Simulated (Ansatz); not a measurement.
Calculated with Ansatz (gas phase, PBE0-D4/def2-TZVP geometries, no zero-point term in ΔE). CCSD(T)/CBS is the MP2 limit (def2-TZVPP, def2-QZVPP) plus CCSD(T) − MP2 in def2-TZVPP, frozen cores. Each species was taken in one conformer, which may not be the lowest.

`OCCC[SiH3]` + `C=CCS` → `C=CCS[SiH3]` + `CCCO`  (ligand exchange at the Si–C bond)

`OCCC[SiH3]`:

Cartesian coordinates in Å:
```
O -1.609 -1.391 0.301
C -0.803 -0.595 1.147
C -0.668 0.776 0.526
C -0.050 0.758 -0.871
Si 1.692 0.066 -0.983
H -1.637 -2.284 0.650
H 0.191 -1.050 1.275
H -1.254 -0.502 2.145
H -0.065 1.394 1.201
H -1.662 1.234 0.483
H -0.687 0.179 -1.547
H -0.018 1.776 -1.273
H 1.741 -1.397 -0.711
H 2.242 0.295 -2.346
H 2.584 0.740 0.003
```

`C=CCS`:

Z-matrix (Å, degrees):
```
C
C 1 1.487
S 1 1.822 2 113.4
H 1 1.092 2 110.8 3 117.5
H 1 1.092 2 111.6 3 -122.6
C 2 1.325 1 124.4 3 -115.8
H 2 1.088 1 116.0 3 64.0
H 3 1.343 1 96.7 2 -67.7
H 6 1.086 2 121.4 1 0.2
H 6 1.083 2 121.6 1 179.9
```

`C=CCS[SiH3]`:

Z-matrix (Å, degrees):
```
C
C 1 1.485
S 1 1.834 2 112.5
H 1 1.093 2 111.3 3 -116.2
H 1 1.091 2 111.4 3 122.8
C 2 1.326 1 123.9 3 -117.3
H 2 1.087 1 116.0 3 60.8
Si 3 2.131 1 100.3 2 58.2
H 6 1.086 2 121.4 1 -1.1
H 6 1.083 2 121.4 1 179.0
H 8 1.487 3 110.1 1 47.5
H 8 1.484 3 113.6 1 -74.8
H 8 1.484 3 104.7 1 166.0
```

`CCCO`:

Z-matrix (Å, degrees):
```
C
C 1 1.519
H 1 1.094 2 111.3
H 1 1.092 2 111.4 3 120.2
H 1 1.093 2 111.1 3 -119.8
C 2 1.516 1 112.3 3 59.4
H 2 1.097 1 109.7 3 -61.9
H 2 1.094 1 110.5 3 -179.1
O 6 1.412 2 113.3 1 177.5
H 6 1.101 2 109.8 1 -57.8
H 6 1.094 2 109.9 1 59.5
H 9 0.961 6 108.2 2 59.3
```

| species | CCSD(T)/def2-TZVPP energy (Eh) |
| --- | --- |
| `OCCC[SiH3]` | -484.29117 |
| `C=CCS` | -515.41404 |
| `C=CCS[SiH3]` | -805.69069 |
| `CCCO` | -194.04033 |

(1) Work out ΔE.

Largest T1 diagnostic among the species: 0.011.

## Answers

(1) ΔE = (-805.69069) + (-194.04033) − (-484.29117) − (-515.41404) = -0.02581 Eh = -67.8 kJ/mol. CCSD(T)/CBS gives -71.0 kJ/mol.
